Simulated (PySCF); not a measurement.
**Exercise with solution: dipole moment from atomic charges**

Ga(H)(F)(OH) (FGaH2O), SMILES [OH][GaH][F]. Atoms are numbered in the order given.

```xyz
5

Ga    -0.3392     0.0186     0.0000
H     -1.8695     0.1713     0.0000
F      0.7236     1.4307     0.0000
O      0.5462    -1.5258     0.0000
H      1.5038    -1.4184     0.0000
```

Coordinates come from a B3LYP-D3(BJ)/def2-TZVP optimisation. The values are those of a single conformer.

Charges (e) from PySCF with HF/def2-TZVPD:

| atom | ESP fit | IAO |
|---|---|---|
| Ga1 | 1.225 | 1.291 |
| H2 | -0.235 | -0.181 |
| F3 | -0.549 | -0.625 |
| O4 | -0.868 | -0.850 |
| H5 | 0.426 | 0.364 |

The dipole moment of the full density is 1.02 D.

Q: What dipole moment does each set of point charges give, and which comes closer to that of the density?

A: 
μ = Σ q r, and 1 e Å = 4.8032 D.
ESP fit: Σ q r = (-0.207, -0.083, 0.000) e Å, |μ| = 1.07 D.
IAO: Σ q r = (-0.469, -0.121, 0.000) e Å, |μ| = 2.32 D.
ESP fit comes closer in size. Point charges leave out the atoms' own dipoles (lone pairs, polarised bonds); fits to the potential absorb them, partitions of the density don't.
